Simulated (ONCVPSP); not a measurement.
# An all-electron radial function and its pseudo partner (carbon (C))

Columns: radius, all-electron u(r) and pseudo u(r) of the 2p shell (level -5.35 eV) of carbon in the configuration [He] 2s1.75 2p2.25; PBEsol, scalar-relativistic, ONCV scheme, ONCVPSP 4.0.1.

```
r (bohr)  all-electron  pseudo
   0.135        0.0783  0.0270
   0.270        0.2216  0.1034
   0.405        0.3637  0.2167
   0.540        0.4826  0.3490
   0.675        0.5742  0.4813
   0.810        0.6398  0.5968
   0.945        0.6815  0.6844
   1.080        0.7031  0.7388
   1.215        0.7088  0.7614
   1.350        0.7023  0.7575
   1.485        0.6868  0.7348
   1.620        0.6647  0.7009
   1.755        0.6382  0.6622
   1.890        0.6088  0.6227
   2.025        0.5777  0.5846
   2.160        0.5458  0.5487
   2.295        0.5138  0.5147
   2.430        0.4821  0.4823
   2.565        0.4513  0.4513
   2.700        0.4215  0.4215
   2.835        0.3929  0.3929
   2.970        0.3657  0.3657
   3.105        0.3399  0.3399
   3.240        0.3155  0.3155
   3.375        0.2927  0.2927
   3.510        0.2712  0.2712
```

Question: How many radial nodes do the two functions have?

Answer: The all-electron 2p function has n − l − 1 = 0; the pseudo-wave has 0.

Question: At about which radius was the pseudo-wave matched?

Answer: 2.70 bohr. The columns agree to 0.0005 from 2.43 bohr on; several derivatives are matched, so the curves merge somewhat inside the radius.

Question: Is the pseudo-wave norm-conserving?

Answer: Yes: the ONCV scheme keeps the norm inside the radius equal to the all-electron one, which fixes the energy derivative of the logarithmic derivative at the level.
